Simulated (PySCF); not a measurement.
Structure problem from calculated spectra and properties.

Formula: C8H10S.

- NMR, other nuclei: isotropic shieldings of nuclei other than C and H, by class: 496 (1 S) ppm [GIAO PBE0/pcSseg-1]
- 13C NMR: chemical shifts (computed TMS as zero) by class: 147.5 (1 C), 143.0 (1 C), 134.3 (1 C), 131.3 (1 C), 129.1 (1 C), 121.8 (1 C), 23.3 (1 C), 16.7 (1 C) ppm [GIAO PBE0/pcSseg-1]
- Rotational structure: rotational constants A, B, C: 3.055, 0.864, 0.679 GHz [PBE0-D3(BJ)/def2-SVP]
- Polarisability: 117.2 au [wB97X-D/def2-SVPD]
- Valence photoelectron: vertical ionisation energy: 7.82 eV [ΔSCF wB97X-D/def2-SVPD]
- Triplet: lowest triplet excitation (Tamm–Dancoff): 3.84 eV [TDA wB97X-D/def2-SVPD]
- UV, strongest line: among the 10 lowest singlet transitions: S6/S7 at 6.50 eV (191 nm, f = 0.460 summed over these states) [TDDFT wB97X-D/def2-SVPD]

Electronic properties: PySCF, gas phase, density fitting. Levels stand in brackets. Isolated species at its PBE0-D3(BJ)/def2-SVP geometry (one conformer only). NMR classes are plain means over equivalent atoms (diastereotopic ones count apart unless rotation or inversion swaps them), as if these changed places fast.

Question: Propose a structure and show how it fits.

Answer: Numbering: `[CH3:1][S:2][c:3]1[cH:4][cH:5][cH:6][c:7]([CH3:8])[cH:9]1`. Its formula, C8H10S, gives 4 degrees of unsaturation: 1 ring and 3 π bonds in the structure found (Kekulé form). 8 carbons fall into 8 classes; from least to most shielded: substituted aromatic carbon [C3] (147.5 ppm), substituted aromatic carbon [C7] (143.0 ppm), aromatic CH carbon [C5] (134.3 ppm), aromatic CH carbon [C9] (131.3 ppm), aromatic CH carbon [C6] (129.1 ppm), aromatic CH carbon [C4] (121.8 ppm), benzylic-type carbon [C8] (23.3 ppm), S-methyl carbon [C1] (16.7 ppm). The other shieldings belong to: 496 ppm, sulfide sulfur [S2]. The first electron is taken from the HOMO, whose largest Löwdin shares are 0.42 on the sulfide sulfur, 0.12 on a substituted aromatic carbon, 0.12 on an aromatic CH carbon and 0.07 on an aromatic CH carbon. By its constants the optimised geometry is an asymmetric top. Structure: 3-methylthioanisole (`c1cc(SC)cc(C)c1`). Computed isomers that give other values at the same levels: `CCc1ccccc1S` (rotational constant A: 1.851 GHz; this holds for the one conformer computed); `CC#C[C@@H]1CCC(=S)C1` (rotational constant A: 2.248 GHz; this holds for the one conformer computed); `CSC1=CC=CC12CC2` (rotational constant A: 2.249 GHz; this holds for the one conformer computed). The assignments are read from this structure; whether some other isomer fits the data as well wasn't checked.

The values belong to the conformer `[CH3:1][S:2][c:3]1[cH:4][cH:5][cH:6][c:7]([CH3:8])[cH:9]1`: C1–S2–C3–C4 0°.
